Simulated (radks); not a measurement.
Task: The table gives one normalised radial function P(r) = r R(r) of Pb+ in [Hg] 6p1 (r in bohr). Method: scalar-relativistic Kohn-Sham, BLYP, spin-polarised, spherical densities, finite nucleus; open shells are filled with parallel spins first (spin-orbit coupling, left out, can overturn this in heavy ions); Fermi nuclear charge, rms radius 5.5012 fm; computed with a radial shooting solver on a logarithmic mesh with Libxc functionals.

r          P
0.0007171   0.0017
0.0009955   0.0029
0.001382    0.0050
0.001918    0.0085
0.002663    0.0145
0.003697    0.0245
0.005132    0.0411
0.007124    0.0676
0.00989     0.1080
0.01373     0.1650
0.01906     0.2353
0.02646     0.3007
0.03673     0.3185
0.05098     0.2251
0.07077    -0.0191
0.09825    -0.3304
0.1364     -0.4415
0.1893     -0.0960
0.2628      0.4933
0.3648      0.5990
0.5065     -0.1236
0.7031     -0.9919
0.976      -1.1621
1.355      -0.7041
1.881      -0.2418
2.611      -0.0444
3.625      -0.0037
5.032      -0.0001
6.985      0.0000
9.696      0.0000
13.46      0.0000
18.69      0.0000

Which n and l does it have? It may be an empty orbital.

Result: n = 5, l = 1: the number of nodes gives n - l - 1 = 3, the rise at small r (about r^(l+1), flatter next to the nucleus through relativity) gives l, and the extent must fit the shell. The curve is that of 5p down; the table hardly tells the two spins apart. 5p down: eigenvalue -93.292 eV, 3 radial nodes at r = 0.0693, 0.200, 0.486 bohr, <r> = 0.977 bohr, 90 % of the charge inside 1.41 bohr.
